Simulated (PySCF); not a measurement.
Ionisation energy of Ni¹²⁺ by level of theory

Ni¹²⁺ [Ne] 3s2 3p4 [3p1/2^2 3p3/2^2, M_J = 2] → Ni¹³⁺ [Ne] 3s2 3p3 [3p1/2^2 3p3/2^1, M_J = 3/2], as a difference of total energies. All numbers are calculated (PySCF 2.14, the two-component X2C-1e Hamiltonian, in an uncontracted even-tempered set (20 s from 0.88 bohr⁻², ratio 2.4; 14 p from 1.1 bohr⁻², ratio 2.4; 5 d from 6.1 bohr⁻², ratio 2.6; 4 f from 9.1 bohr⁻², ratio 2.6)). Correlated levels: 1s2 frozen; the 58 highest virtual spinors dropped. "Screened" scales the spin-orbit matrix elements by Boettger's factors to mimic the two-electron term; Breit and QED terms are absent.

```json
{"method": "GHF (spin-free)", "ionisation energy (eV)": "382.14"}
{"method": "GMP2 (spin-free)", "ionisation energy (eV)": "383.17"}
{"method": "GHF (screened spin-orbit)", "ionisation energy (eV)": "389.38"}
{"method": "GMP2 (screened spin-orbit)", "ionisation energy (eV)": "390.24"}
```

How much does correlation contribute at GMP2 (screened spin-orbit)?

390.24 − (389.38) = 0.86 eV, measured against GHF (screened spin-orbit).

The labels give the starting determinants; with spin-orbit coupling the two ends relaxed to ⟨J²⟩ = 6.01, ⟨L²⟩ = 2.26, ⟨S²⟩ = 1.87 and ⟨J²⟩ = 3.81, ⟨L²⟩ = 5.47, ⟨S²⟩ = 0.78.

For comparison: 384.5 ± 0.5 eV (semi-empirical (NIST evaluation); NIST Atomic Spectra Database, ionization energies).
